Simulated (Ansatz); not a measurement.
The first iterations of a band of CH₅BOS₂ (10 atoms, charge 0, multiplicity 1).

The calculation used RHF/def2-SVP (Ansatz).

- movable images: 9
- climbing image: yes
- spring: 5.0 eV/Å²
- optimiser: quadratic models (default)
- start path: IDPP
- force threshold: 0.05 eV/Å
- iteration limit: 60
- end points: relaxed

Initial state:

```xyz
10
Properties=species:S:1:pos:R:3
O 0.290 1.927 0.428
B 1.288 1.051 0.554
S 1.175 -0.765 0.309
C -0.591 -1.173 0.137
S -1.524 -0.356 -1.198
H -0.517 1.600 0.055
H 2.382 1.435 0.848
H -0.632 -2.250 0.006
H -1.127 -0.931 1.052
H -0.661 -0.589 -2.188
```

Final state:

```xyz
10
Properties=species:S:1:pos:R:3
O 2.059 1.824 0.369
B 0.955 1.074 0.490
S 0.879 -0.609 -0.221
C -0.832 -1.121 0.134
S -2.132 -0.336 -0.859
H 2.774 1.451 -0.124
H 0.022 1.513 1.095
H -0.860 -2.199 0.004
H -1.077 -0.903 1.170
H -1.705 -0.747 -2.055
```

| iteration | highest image above the first end (eV) | largest band force component (eV/Å) |
| --- | --- | --- |
| 1 | 0.588 | 1.599 |
| 2 | 0.492 | 0.921 |

**Question.** Does the band converge within its limit, and where does its top end?

**Answer.** It converged. It ended after 8 iterations with the highest image 0.443 eV above the first end. A vibrational analysis at the climbing image gives one clearly imaginary mode, 167i cm⁻¹: a first-order saddle point.

Time of the run: 3.2 min on 1 thread of Intel(R) Xeon(R) Processor @ 2.70GHz (shared host), peak memory 0.22 GiB.
